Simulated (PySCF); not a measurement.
SMILES c1(cc(ccc1)C(OC)=O)C=O (GFN2-xTB optimised geometry):

```
20

C     -2.983    -2.558    -0.030
O     -2.245    -1.345    -0.028
C     -0.912    -1.473     0.000
O     -0.349    -2.540     0.022
C     -0.212    -0.162     0.000
C     -0.907     1.046     0.001
C     -0.212     2.245     0.001
C      1.170     2.246     0.001
C      1.876     1.041     0.000
C      3.347     1.053     0.000
O      4.031     2.043     0.002
C      1.178    -0.162     0.000
H     -2.691    -3.179    -0.880
H     -4.031    -2.277    -0.102
H     -2.798    -3.116     0.890
H     -1.985     1.036     0.001
H     -0.754     3.179     0.002
H      1.730     3.169     0.001
H      3.799     0.042    -0.003
H      1.699    -1.109     0.000
```

Level of theory: B3LYP/def2-SVP run with PySCF.

Q: What are the frontier orbital energies and the dipole moment?

A: HOMO-2 -7.72 eV, HOMO-1 -7.64 eV, HOMO -7.23 eV, LUMO -2.15 eV, LUMO+1 -1.50 eV; dipole moment 3.85 D.

Meta-Löwdin charges at B3LYP/def2-SVP: C1 -0.07, O2 -0.34, C3 0.49, O4 -0.45, C5 -0.04, C6 -0.07, C7 -0.10, C8 -0.06, C9 -0.04, C10 0.26, O11 -0.38, C12 -0.07, H13 0.11, H14 0.11, H15 0.11, H16 0.12, H17 0.11, H18 0.12, H19 0.06, H20 0.12.
